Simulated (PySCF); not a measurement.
**Basis-set dependence of BeCl at PBE**

PySCF, UKS reference; doublet, unpaired electrons σ ↑; De to Be + Cl without counterpoise correction.

```
              basis     relativity  functions  Re (Å)  ωe (cm⁻¹)  De (eV)  μ (D)
              3-21G  no relativity         22   1.854        789     4.13  -1.36
           def2-SVP  no relativity         27   1.844        797     4.26  -0.67
            pcseg-2  no relativity         49   1.811        827     4.32  -0.86
         def2-TZVPP  no relativity         61   1.821        809     4.27  -0.70
cc-pVTZ/cc-pV(T+d)Z  no relativity         69   1.809        825     4.36  -0.72
```

Problem. How does each smaller set differ from the one with most functions, cc-pVTZ/cc-pV(T+d)Z?

Solution. 3-21G: +4.5 pm, -4.4 % in ωe, -0.23 eV in De; def2-SVP: +3.5 pm, -3.4 % in ωe, -0.10 eV in De; pcseg-2: +0.2 pm, +0.2 % in ωe, -0.04 eV in De; def2-TZVPP: +1.2 pm, -1.9 % in ωe, -0.09 eV in De. All at PBE; the set with most functions is neither the basis-set limit nor always the best.

A positive dipole means Be(−)Cl(+). 3-21G is very small, so such numbers show the basis as much as the molecule. The state was picked by a PBE0 search and need not be the measured ground state.
